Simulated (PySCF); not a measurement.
TaF5, SMILES [F][Ta]([F])([F])([F])[F], multiplicity 1.

The structure is a stationary point at PBE0-D3(BJ)/def2-SVP. The spin state was assumed, not searched. The isomer is the one that the SMILES or the coordinates give; other isomers of the formula were not compared. The def2 effective core potentials stand for the cores of Ta; spin–orbit coupling is left out.

Two levels are set side by side: TDDFT-PBE/def2-SVPD (PySCF) and TDDFT-B3LYP/def2-SVPD (PySCF). Vertical, same geometry. The lowest singlet is HOMO→LUMO 50 %, HOMO−1→LUMO+1 50 % with PBE and HOMO→LUMO+1 50 %, HOMO−1→LUMO 50 % with the other functional; states are paired by order. Differences are taken from unrounded values.

| quantity | TDDFT-B3LYP |
|---|---|
| lowest singlet excitation (eV) | 7.47 |
| lowest triplet excitation (TDA) (eV) | 7.03 |

**Question.** What does TDDFT-PBE give, and how far is it from TDDFT-B3LYP? (Estimate from the structure and the level; the computed values follow.)

**Answer.** 
```tsv
quantity	TDDFT-PBE	TDDFT-PBE minus TDDFT-B3LYP
lowest singlet excitation (eV)	6.74	-0.73
lowest triplet excitation (TDA) (eV)	6.41	-0.62
```

A lower first singlet is the usual sign of a functional without exact exchange. Differences between two approximate levels are no errors against the true value.

Rough cost on one machine, each run with all the roots and properties that it gave: TDDFT-B3LYP against TDDFT-PBE about 4 times.
